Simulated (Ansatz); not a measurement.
A nudged elastic band was laid between two geometries of ClH3Sn + H (6 atoms, charge 0, multiplicity 2).

These are results of UKS PBE-D4/def2-SVP (Ansatz), not measurements.

```
movable images  : 5
climbing image  : yes
spring          : 5.0 eV/Å²
optimiser       : quadratic models (default)
start path      : through a guess of the saddle point
force threshold : 0.03 eV/Å
iteration limit : 54
end points      : relaxed
```

First end point:

```xyz
6
Properties=species:S:1:pos:R:3
Sn 0.003 0.000 -0.190
Cl 0.021 0.000 2.189
H 1.654 0.000 -0.688
H -0.828 1.433 -0.669
H -0.828 -1.433 -0.669
H -0.019 0.000 5.279
```

Last end point:

```xyz
6
Properties=species:S:1:pos:R:3
Sn 0.000 0.000 -0.262
Cl 0.003 0.000 3.396
H 1.636 0.000 -0.861
H -0.819 1.417 -0.859
H -0.819 -1.417 -0.859
H 0.001 0.000 4.697
```

(1) Which bonds break or form, and what moves?

(2) Give the energies along the band, and the barrier.

(3) What is the geometry of the highest image?

(4) What are the harmonic wavenumbers there?

Answers

(1) Bonds broken: Sn1–Cl2. Bonds formed: Cl2–H6. ClH3Sn + H becomes ClH + H3Sn.

(2) It converged. The highest image is number 3 of 0 to 6, 0.125 eV above the first end and 0.633 eV above the last; the last end lies 0.508 eV below the first. A vibrational analysis at the climbing image gives one clearly imaginary mode, 605i cm⁻¹: a first-order saddle point.

| image | path coordinate (Å) | energy (eV) | Sn1–Cl2 (Å) | Cl2–H6 (Å) |
| --- | --- | --- | --- | --- |
| 0 | 0.00 | 0.000 | 2.38 | 3.09 |
| 1 | 0.36 | 0.008 | 2.38 | 2.69 |
| 2 | 0.73 | 0.047 | 2.39 | 2.29 |
| 3 | 1.09 | 0.125 | 2.47 | 1.82 |
| 4 | 1.53 | -0.361 | 2.94 | 1.34 |
| 5 | 1.97 | -0.486 | 3.29 | 1.31 |
| 6 | 2.41 | -0.508 | 3.66 | 1.30 |

(3) 
```xyz
6
Properties=species:S:1:pos:R:3:forces:R:3
Sn 0.001 0.000 -0.003 0.00 0.00 -0.02
Cl 0.005 0.000 2.469 0.00 0.00 0.01
H 1.653 0.000 -0.506 0.00 0.00 0.00
H -0.826 1.431 -0.501 0.00 0.00 0.00
H -0.826 -1.431 -0.501 0.00 0.00 0.00
H -0.004 0.000 4.293 0.00 0.00 0.00
```

(4) 605i, 119, 119, 367, 407, 407, 660, 673, 674, 1836, 1873, 1873 cm⁻¹.

Run time: 110 s on 1 thread of Intel(R) Xeon(R) Platinum 8259CL CPU @ 2.50GHz (Skylake/Cascade Lake), on a shared host, peak memory 0.14 GiB.
